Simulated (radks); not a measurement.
Question: Method: non-relativistic Kohn-Sham, LDA (Slater exchange, VWN5 correlation), spin-polarised, spherical densities, point nucleus; open shells are filled with parallel spins first (spin-orbit coupling, left out, can overturn this in heavy ions); computed with a radial shooting solver on a logarithmic mesh with Libxc functionals. Response by self-consistent Sternheimer equations with the Hartree and adiabatic LDA kernel. For heavy and open-shell atoms this level of theory can miss by tens of per cent. Rank P, Al3+, F+, Li, Rh+, P+, C (NIST ground configurations) by static dipole polarisability, largest first.

Answer: Li 143.6, P 27.89, P+ 14.38, Rh+ 13.41, C 13.37, F+ 1.890, Al3+ 0.2834 bohr^3.
